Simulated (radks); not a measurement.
Problem. Species: Ge4+. Configuration: [Ar] 3d9 4s1 (not the ground configuration). Calculated with a radial shooting solver on a logarithmic mesh with Libxc functionals: scalar-relativistic Kohn-Sham, PBE, spin-polarised, spherical densities, finite nucleus; open shells are filled with parallel spins first; Fermi nuclear charge, rms radius 4.0742 fm. Some entries of the table are withheld. Estimate them.

| orbital | occ. | eigenvalue (eV) | <1/r> (bohr^-1) |
|---|---|---|---|
| 1s up | 1 | -11023.28 | 32.38 |
| 1s down | 1 | -11023.18 | 32.38 |
| 2s up | 1 | -1434.680 | 7.106 |
| 2s down | 1 | -1433.786 | 7.108 |
| 2p up | 3 | -1261.510 | 6.966 |
| 2p down | 3 | -1260.820 | 6.968 |
| 3s up | 1 | (1) | 2.303 |
| 3s down | 1 | (2) | 2.301 |
| 3p up | 3 | -176.0133 | 2.156 |
| 3p down | 3 | -174.4150 | 2.155 |
| 3d up | 5 | -88.8623 | 1.855 |
| 3d down | 4 | -87.1560 | 1.855 |
| 4s up | 1 | -56.4903 | 0.7759 |
| 4s down | 0 | -54.4230 | 0.7765 |

Solution. 
(1) 3s up eigenvalue (eV): -229.1510
(2) 3s down eigenvalue (eV): -227.5664
